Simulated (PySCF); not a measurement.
# Er⁺ (erbium, charge +1): UHF calculation

Configuration: [Xe] 4f12 6s1, one real determinant. Calculation: PySCF 2.14, in cc-pVDZ-X2C (8s7p5d3f1g, 84 functions); scalar relativity by spin-free X2C-1e.

* Total energy: -13080.936317 hartree
* One-electron energy: -17933.3095 hartree
* Hartree (Coulomb) energy: 5129.8280 hartree
* Exchange energy: -277.4548 hartree
* ⟨S²⟩: 3.7521
* ⟨L²⟩: 24.022
* Sum of ⟨r⟩: 39.57 bohr
* Sum of ⟨r²⟩: 53.52 bohr²
* Traceless quadrupole moment −½Σ⟨3z² − r²⟩ along its main axis: 0.174 e·bohr²
* Langevin diamagnetic susceptibility: -42.4 ×10⁻⁶ cm³/mol

| shell | electrons | mean orbital energy (eV) | spread (eV) | rms radius, mean of both spins (bohr) |
| --- | --- | --- | --- | --- |
| 1s α | 1 | -57775.6 | 0 | 0.0231 |
| 1s β | 1 | -57775.6 | 0 | 0.0231 |
| 2s α | 1 | -9839.1 | 0 | 0.0935 |
| 2s β | 1 | -9839.0 | 0 | 0.0935 |
| 2p α | 3 | -8716.3 | 0.271 | 0.0844 |
| 2p β | 3 | -8716.2 | 0.244 | 0.0844 |
| 3s α | 1 | -2264.7 | 0 | 0.240 |
| 3s β | 1 | -2263.1 | 0 | 0.240 |
| 3p α | 3 | -1915.1 | 1.580 | 0.241 |
| 3p β | 3 | -1913.3 | 0.792 | 0.241 |
| 3d α | 5 | -1467.2 | 1.533 | 0.221 |
| 3d β | 5 | -1465.3 | 0.779 | 0.221 |
| 4s α | 1 | -479.74 | 0 | 0.541 |
| 4s β | 1 | -475.81 | 0 | 0.541 |
| 4p α | 3 | -362.03 | 2.579 | 0.575 |
| 4p β | 3 | -357.77 | 0.636 | 0.575 |
| 4d α | 5 | -199.83 | 2.887 | 0.632 |
| 4d β | 5 | -194.35 | 2.603 | 0.632 |
| 5s α | 1 | -69.991 | 0 | 1.36 |
| 5s β | 1 | -68.475 | 0 | 1.36 |
| 5p α | 3 | -39.681 | 1.067 | 1.61 |
| 5p β | 3 | -38.626 | 0.516 | 1.61 |
| 4f α | 7 | -20.932 | 2.904 | 0.908 |
| 4f β | 5 | -18.426 | 2.526 | 0.908 |
| 6s α | 1 | -11.072 | 0 | 4.09 |

⟨L²⟩ = 24.02 against 30 for a pure H term, so this real determinant mixes terms. Spin-orbit coupling, absent here, splits the open shell strongly.

Densities and radii are taken from the X2C orbitals without a picture-change correction, which distorts them close to the nucleus.

Spin-orbit constants ζ (cm⁻¹) from the X2C one-electron operator on these orbitals: bare nucleus, nucleus screened by l(l+1)(2l+1)/3 electrons, and screened by the Breit-Pauli mean field of the electrons.

| shell | bare | screened nucleus | mean field |
| --- | --- | --- | --- |
| 2p | 4707000 | 4568000 | n/a |
| 3p | 998500 | 969200 | n/a |
| 3d | 156400 | 133400 | n/a |
| 4p | 219800 | 213300 | n/a |
| 4d | 29080 | 24800 | n/a |
| 4f | 4298 | 2528 | n/a |
| 5p | 25800 | 25040 | n/a |

To first order the Landé constant is A = -842.7 cm⁻¹, so the lowest level has J = 13/2 and lies 0.784 eV below the centre of the term. This holds in LS coupling only.
